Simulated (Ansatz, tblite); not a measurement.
Cost and result up the ladder for SnBr2 (3 atoms). Charge 0, multiplicity 1. Geometry: r2SCAN-D4/def2-TZVP.

```xyz
3

Sn   -0.561   -0.677    0.644
Br   -0.241    1.822    0.783
Br    0.802   -1.145   -1.426
```

Ansatz on 4 threads of Arm Neoverse V2 on a shared host; xTB runs through tblite on one thread. Times are rough, summed over both states, and most runs start from the orbitals of an earlier one. RPA@PBE/def2-TZVP serves as the yardstick here, not as an exact answer. The other state is a quintet at its own geometry.

In the def2 sets Sn takes a core potential; there is no spin–orbit coupling. The xTB rows come from tblite. Correlated methods freeze 22 core orbitals; core or outer-core shells of Sn, Br are correlated, in sets that lack core-valence functions. At PBE0-D4/def2-TZVP a singlet of charge 0 lies 6.55 eV below the quintet, each at its own geometry. The structure comes from a short search, and lower isomers may exist.

Correlated methods converge slowly with the basis.

xTB has no spin-polarisation term.

```csv
level,functions,wall time,quintet − singlet (eV),difference from RPA@PBE/def2-TZVP (eV)
GFN1-xTB,27,0.005 s,9.01,3.27
GFN2-xTB,27,0.008 s,8.78,3.04
MP2/def2-TZVP,146,9.6 s,6.93,1.19
RPA@PBE/def2-TZVP,146,11 s,5.74,0.00
HF/def2-TZVP,146,13 s,5.19,-0.55
```
